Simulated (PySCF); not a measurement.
**How methods differ on the ionisation energy of Bi²⁺**

Bi²⁺ [Xe] 4f14 5d10 6s2 6p1 (2P) → Bi³⁺ [Xe] 4f14 5d10 6s2 (1S), as a difference of total energies. Computed with PySCF 2.14 in aug-cc-pwCVTZ-DK3, with scalar relativity by spin-free X2C-1e. The calculations carry no spin-orbit coupling.

```json
{"method": "UHF", "ionisation energy (eV)": "23.088"}
{"method": "M06-L", "ionisation energy (eV)": "23.217"}
{"method": "BLYP", "ionisation energy (eV)": "23.646"}
```

The reference lies between the lowest fine-structure levels, while these numbers refer to the centres of the terms.

For comparison: 25.571 eV (measured; NIST Atomic Spectra Database, ionization energies).
